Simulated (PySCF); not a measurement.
Cl3OTa, SMILES [O]=[Ta]([Cl])([Cl])[Cl] (connectivity only; charge and spin as stated), charge +1, multiplicity 2.

The structure is a stationary point at B3LYP-D3(BJ)/def2-SVP. The multiplicity is an assumed one; no other spin state was optimised. The isomer is the one that the SMILES or the coordinates give; other isomers of the formula were not compared. The def2 effective core potentials stand for the cores of Ta; spin–orbit coupling is left out.

Calculation: TDA-PBE/def2-SVPD (PySCF).

Vertical excitations. Isolated molecule, no solvent.

List the lowest excited states. (Estimate from the structure and the level; the computed values follow.)


```
state    energy (eV)  λ (nm)      f                              main pairs
-------  -----------  ------  -----  --------------------------------------
root 1          0.29    4277  0.002                        β HOMO→LUMO 95 %
root 2          0.49    2508  0.000                     β HOMO−1→LUMO 100 %
root 3          0.99    1251  0.009  β HOMO−2→LUMO 79 %, β HOMO−3→LUMO 13 %
root 4          1.06    1170  0.001                      β HOMO−4→LUMO 98 %
root 5          1.09    1137  0.005                      β HOMO−3→LUMO 81 %
root 6          1.88     658  0.007                      β HOMO−5→LUMO 97 %
root 7          1.94     640  0.010                      β HOMO−6→LUMO 88 %
root 8          2.28     543  0.012  β HOMO−7→LUMO 47 %, β HOMO−9→LUMO 47 %
root 9          2.40     516  0.002                      β HOMO−8→LUMO 99 %
root 10         2.63     472  0.026  β HOMO−9→LUMO 51 %, β HOMO−7→LUMO 34 %
```
Unrestricted roots are not spin-pure.
